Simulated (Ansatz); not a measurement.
Basis-set extrapolation for CH₂BF₃ (`BC(F)(F)F`) (PBE0-D4/def2-TZVP geometry, frozen core, Ansatz). Multiplicity 1, RHF reference.

```tsv
	def2-TZVPP	def2-QZVPP
HF	-362.170369	-362.186075
MP2 correlation	-0.996657	-1.086508
CCSD(T) correlation	-1.047497	not run
```

Energies in hartree. Use E(X) = E(∞) + A·exp(−7.88·√X) for Hartree–Fock and E(X) = E(∞) + B·X^(−2.97) for correlation, with X = 3 and 4, and add CCSD(T) minus MP2 of the smaller set to the MP2 limit.

What is the CCSD(T) energy at the basis-set limit?

HF limit: -362.186075 + (-0.015706) × 0.13774 = -362.18824. MP2 limit: -1.086508 + (-0.089851) × 0.74074 = -1.15306. Higher-order term: -1.047497 − (-0.996657) = -0.05084. Total: -363.39214 hartree, 4.74 eV below CCSD(T)/def2-TZVPP.
